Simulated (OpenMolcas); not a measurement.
**Os VI: effect of the level shift or regulariser**

- Program: OpenMolcas
- Basis: ANO-RCC-VTZP [8s7p5d3f2g1h]
- Scalar Hamiltonian: DKH2, point nucleus
- Active space: 3 electrons in 5 orbitals (5d)
- State averaging: 2S+1 = 4 even, 10 roots; 2S+1 = 2 even, 40 roots
- Spin-orbit coupling: RASSI with atomic mean-field integrals over the reference wave functions, term energies averaged over their components

Methods on the same reference wave functions:
A. CASSCF
B. MS-CASPT2, IPEA 0.25 Eh, imaginary shift 0.1 Eh (closed shells correlated: 5s 5p)
C. MS-CASPT2, IPEA 0.25 Eh, real shift 0.2 Eh (closed shells correlated: 5s 5p)
D. MS-CASPT2, IPEA 0.25 Eh, sigma2 regulariser 0.3 Eh (closed shells correlated: 5s 5p)

Energies in cm⁻¹ above 5d³ ⁴F_3/2, the measured ground level; measured values from the list in Brasseur, Palmeri and Quinet, Atoms 13, 11 (2025).

```json
{"Level": "5d³ ⁴F_3/2", "A": "0.0", "B": "0.0", "C": "0.0", "D": "0.0", "Measured": "0.0"}
{"Level": "5d³ ⁴F_5/2", "A": "6109", "B": "6510", "C": "6500", "D": "6510", "Measured": "6397"}
{"Level": "5d³ ⁴F_7/2", "A": "11414", "B": "11650", "C": "11640", "D": "11650", "Measured": "11444"}
{"Level": "5d³ ⁴F_9/2 [57 %]", "A": "15258", "B": "14980", "C": "14970", "D": "14980", "Measured": "14678"}
{"Level": "5d³ ⁴P_1/2 [67 %]", "A": "19333", "B": "17340", "C": "17410", "D": "17340", "Measured": "16772"}
{"Level": "5d³ ²G_7/2", "A": "24876", "B": "23420", "C": "23430", "D": "23420", "Measured": "22920"}
{"Level": "5d³ ²H_9/2 [56 %]", "A": "25653", "B": "24710", "C": "24670", "D": "24710", "Measured": "24028"}
{"Level": "5d³ ⁴P_5/2", "A": "27052", "B": "25530", "C": "25530", "D": "25530", "Measured": "24828"}
{"Level": "5d³ ²P_1/2 [67 %]", "A": "32606", "B": "29570", "C": "29740", "D": "29570", "Measured": "28860"}
{"Level": "5d³ ²H_11/2", "A": "34635", "B": "33080", "C": "33020", "D": "33080", "Measured": "32156"}
{"Level": "5d³ ²D_5/2(1)", "A": "38079", "B": "35430", "C": "35430", "D": "35430", "Measured": "34418"}
{"Level": "5d³ ²G_9/2 [57 %]", "A": "39176", "B": "37750", "C": "37740", "D": "37750", "Measured": "37019"}
{"Level": "5d³ ²P_3/2 [56 %]", "A": "44182", "B": "40950", "C": "41100", "D": "40960", "Measured": "40203"}
{"Level": "5d³ ²F_5/2", "A": "45227", "B": "40990", "C": "41010", "D": "40990", "Measured": "39601"}
{"Level": "5d³ ²F_7/2", "A": "45753", "B": "41730", "C": "41750", "D": "41730", "Measured": "40447"}
{"Level": "5d³ ²D_3/2(2)", "A": "67786", "B": "62230", "C": "62230", "D": "62230", "Measured": ""}
{"Level": "5d³ ²D_5/2(2)", "A": "68254", "B": "62850", "C": "62880", "D": "62850", "Measured": "61005"}
```

Deviations, from unrounded energies. A percentage is the sum of absolute deviations over the sum of measured energies, with the sign that they share, or ± where signs differ.

```tsv
Against measurement	Levels	A	B	C	D
mean absolute deviation (cm-1)	15	2900	780	800	780
fine structure of the ground term (%)	3	±2.8	+1.9	+1.8	+1.9
other terms of the ground configuration (%)	12	+10.6	+2.8	+2.8	+2.8
```

B, C, D lie about equally close to measurement and A furthest from it. The largest miss of B in the table is 5d³ ²D_5/2(2), by +1800 cm-1. The ranking rests on the paired levels alone, and a cruder setting can come out closer through cancelling errors.

Among B to D the level of the table that moves most is 5d³ ²P_1/2 [67 %], by 160 cm-1 (lowest in B, highest in C). Moves below CASPT2's spread within the term are not significant.

The mean deviations of B to D differ by less than CASPT2's widest spread within a term (560 cm-1), so their order carries little weight.

From A to B the spin-free energies of the other terms of 5d³ shown, above ⁴F, scale by factors of 0.78 to 0.89, as is usual when dynamic correlation screens the repulsion within a d or f shell.

The lowest spin-free term lies below A's lowest term by 0.244 hartree in B, 0.244 hartree in C, 0.244 hartree in D.

Term energies are means over components that CASPT2 splits; among the terms shown or strongly mixed into the levels shown the widest spread is 560 cm-1 (5d³ ⁴F, D). Without dynamic correlation excited terms often stand tens of per cent too high (terms of higher spin than the ground term too low), and those without a measured partner can miss by more than the paired ones (holds for A). Measured partners are found by configuration, term and J. A level has none where our copy of the source lacks it or the pairing is in doubt (some pairs that miss far off the trend of their configuration count as doubtful), and it then counts in no deviation. Levels of configurations outside the active space are missing. The table leaves out levels that lie high or whose names do not pair safely across all columns.

A share in square brackets marks a mixed level and gives the weight of the term that names it, the lowest over the columns. A number in round brackets counts repeated terms of one configuration in the order of the reference energies.
